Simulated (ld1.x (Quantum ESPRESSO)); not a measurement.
Si, TM semilocal: configuration errors across variants

- Element: silicon (Si)
- Generator: ld1.x (Quantum ESPRESSO) 7.5
- Type: norm-conserving Troullier–Martins (semilocal form)
- Functional: LDA (PZ)
- Relativity: scalar-relativistic
- Frozen core: [Ne]
- Valence charge: 4
- Reference configuration: 3s2 3p0 (charge +2)
- Partial waves: 3s (bound): rc 1.35 bohr; 3d channel at 0.25 Ry: rc 1.65 bohr; 3p (bound, empty): rc 1.65 bohr
- Local potential: the p channel
- Core correction: none

All-electron excitation energies from the reference (eV): (1) 3s2 3p2 -23.943; (2) 3s2 3p1 -16.114; (3) 3s1 3p0 34.145; (4) 3s0 3p4 -10.164; (5) 3s2 3p2.3 -24.900; (6) 3s2 3p1.5 -20.978; (7) 3s1 3p2 -8.701; (8) 3s2 3p2 spin -24.555; (9) 3s2 3p1 spin -16.319.

Spin tests fill each open shell by Hund’s rule, majority spin first.

A semilocal file is local in each channel, so a ghost entry of none says nothing of the separable form that plane-wave codes build from it.

Errors AE − PS in meV (a dash: test not solved or not reliable):

| change | (1) | (2) | (3) | (4) | (5) | (6) | (7) | (8) | (9) | bound ghosts |
| --- | --- | --- | --- | --- | --- | --- | --- | --- | --- | --- |
| base | +48 | +22 | +96 | +29 | +52 | +37 | +13 | +92 | +40 | none |
| all radii scaled by about 0.75 (s 1.00, p 1.24, d 1.24 bohr) | +132 | +59 | +142 | +268 | +145 | +100 | +102 | +183 | +81 | none |
| all radii scaled by about 0.86 (s 1.16, p 1.42, d 1.42 bohr) | +69 | +30 | +98 | +111 | +75 | +52 | +38 | +114 | +49 | none |
| all radii scaled by about 1.09 (s 1.46, p 1.80, d 1.80 bohr) | +46 | +21 | +98 | +22 | +49 | +35 | +11 | +90 | +39 | none |
| all radii scaled by about 1.17 (s 1.58, p 1.92, d 1.92 bohr) | +45 | +21 | +98 | +20 | +48 | +34 | +10.0 | +89 | +39 | none |
| all radii scaled by about 1.21 (s 1.64, p 2.00, d 2.00 bohr) | +44 | +21 | +98 | +20 | +48 | +34 | +9.9 | +88 | +39 | none |
| all radii scaled by about 1.32 (s 1.78, p 2.18, d 2.18 bohr) | +45 | +21 | +98 | +21 | +49 | +35 | +10 | +89 | +39 | none |
| all radii scaled by about 1.38 (s 1.86, p 2.28, d 2.28 bohr) | +45 | +21 | +97 | +21 | +49 | +35 | +10 | +89 | +39 | none |

Give the same row for: all radii scaled by about 0.92 (s 1.24, p 1.52, d 1.52 bohr).

+56, +25, +96, +57, +61, +42, +22, +100, +43; bound ghosts: none.
